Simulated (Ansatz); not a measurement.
C2H6FNSi can be A, `CN(C)[Si]F`, or B, `CN1[SiH2]C1F`.

Computed with Ansatz on PBE0-D4/def2-TZVP structures; ΔE is electronic, products minus reactants. CCSD(T)/CBS is the MP2 limit (def2-TZVPP, def2-QZVPP) plus CCSD(T) − MP2 in def2-TZVPP, frozen cores. Functionals use def2-TZVPP. B3LYP here is the variant with VWN-RPA as its local correlation; programs differ in this. Each species was taken in one conformer, which may not be the lowest.

A:

```xyz
11

C    -0.0533    0.0104    1.3986
N     0.3549    0.0654    0.0124
C    -0.7263   -0.1471   -0.9224
Si    2.0011    0.3631   -0.3399
F     1.9539    0.3315   -1.9644
H     0.8083    0.1784    2.0515
H    -0.4834   -0.9670    1.6467
H    -0.8044    0.7773    1.6213
H    -1.1886   -1.1290   -0.7660
H    -0.3552   -0.0950   -1.9447
H    -1.5071    0.6120   -0.7932
```

B:

Z-matrix (Å, degrees):
```
C
N 1 1.434
H 1 1.097 2 111.3
H 1 1.094 2 111.1 3 -120.8
H 1 1.091 2 109.6 3 119.7
Si 2 1.691 1 154.9 3 -94.7
C 2 1.409 1 128.7 3 50.1
H 6 1.481 2 119.1 1 -99.3
H 6 1.486 2 120.0 1 44.6
F 7 1.390 2 115.5 1 80.7
H 7 1.094 2 118.2 1 -48.0
```

Problem. Which is lower in electronic energy at CCSD(T)/CBS, and by how much? (An estimate is asked.)

Solution. Ansatz gave: A, by 68.6 kcal/mol.

Problem. Give E(B) − E(A) in kcal/mol with HF/def2-TZVPP, CCSD/def2-TZVPP, MP2/def2-TZVPP, B3LYP, CCSD(T)/def2-TZVPP, ωB97M-V, B2PLYP. (Estimate.)

Solution. Computed: HF/def2-TZVPP 68.4, CCSD/def2-TZVPP 69.0, MP2/def2-TZVPP 68.2, B3LYP 66.6, CCSD(T)/def2-TZVPP 68.6, ωB97M-V 67.8, B2PLYP 67.7. None reverses the order clearly.

Largest T1 diagnostic: 0.013.

From PBE to PBE0 (25 % exact exchange), in def2-TZVPP and without D4, E(B) − E(A) moves by +0.7 kcal/mol. The D4 term adds +0.8 kcal/mol with B3LYP and +0.4 kcal/mol with PBE0; it sums over pairs of atoms, weighted by their polarisabilities, and B3LYP, whose exchange is more repulsive, gets the larger term.
